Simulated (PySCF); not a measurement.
**[LuCl2]+ at several levels of theory**

Computed with PySCF 2.14.0 (density fitting, no spin-orbit coupling) at the geometry relaxed with PBE0:

```xyz
3
[LuCl2]+ (singlet in the valence; each metal's 4f electrons, 14 of them, lie in its core potential, out of spins and levels)
Lu    0.0000    0.0000   -0.4548
Cl    1.9407    0.0000    0.8234
Cl   -1.9407    0.0000    0.8234
```

```
level                                     basis    state  HOMO (eV)  gap (eV)  charge on Lu1 (e)  population of f-type functions on Lu1 (polarisation alone where 4f lies in the core)  dipole about the centre of mass (D)  largest force component (eV/Å)
 PBE0    Lu lcecp-1-SVP with ECP60, Cl def2-SVP  singlet     -14.02      5.54               1.24                                                                                  0.04                                 6.00                            0.00
TPSSh                                  the same  singlet     -13.34      4.61               1.26                                                                                  0.04                                 5.95                            0.24
 PBE0  Lu lcecp-1-TZVP with ECP60, Cl def2-TZVP  singlet     -13.94      5.58               1.56                                                                                  0.04                                 5.88                            0.16
```

In the lcecp rows the 4f levels are missing from HOMO and gap, and the state counts the valence alone.

Charges are Mulliken's, which hang on the basis. The relaxation used the grid (50, 194), these runs (75, 302) or, all-electron (x2c bases, spin-free X2C Hamiltonian), (99, 590).

Q: What does r2SCAN with Lu lcecp-1-SVP with ECP60, Cl def2-SVP give here?

A: state singlet, HOMO (eV) -13.03, gap (eV) 4.35, charge on Lu1 (e) 1.26, population of f-type functions on Lu1 (polarisation alone where 4f lies in the core) 0.04, dipole about the centre of mass (D) 5.97, largest force component (eV/Å) 0.19. Time: 2.4 s on 2 threads of Arm Neoverse V2, on a shared host, from an already converged density.

In the first row's basis the gap widens with exact exchange: 4.3 eV for r2SCAN (none); 4.6 to 5.5 eV for TPSSh, PBE0 (a fixed share).

An lcecp potential fixes the number of 4f electrons, so in runs with it no electron can move into or out of that shell.
